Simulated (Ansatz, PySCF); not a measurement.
Caution: the highest occupied level lies above zero, so the state may not be bound. This singlet lies 1.11 eV below the relaxed triplet at the level frozen-core CCSD(T)/aug-cc-pVDZ // B3LYP-D3(BJ)/def2-TZVPD (Ansatz, a quantum-chemistry and plane-wave program).

B3LYP has the VWN-RPA correlation part, as in Gaussian. 

Cartesian coordinates (Å):
SMILES: C[B-]F
```xyz
6

C     -0.4677     0.0813    -0.0345
B      1.0503     0.6039    -0.1196
F      1.8834    -0.4604     0.1610
H     -0.5993    -0.7685    -0.7291
H     -0.6538    -0.2993     0.9863
H     -1.2130     0.8431    -0.2640
```
Charge -1, spin multiplicity 1.

### Question
What HOMO and total energy does B3LYP-D3(BJ)/def2-TZVPD (PySCF) give?

### Answer

```json
{
 "HOMO": "1.13 eV",
 "total_energy": "-164.6813 Ha"
}
```
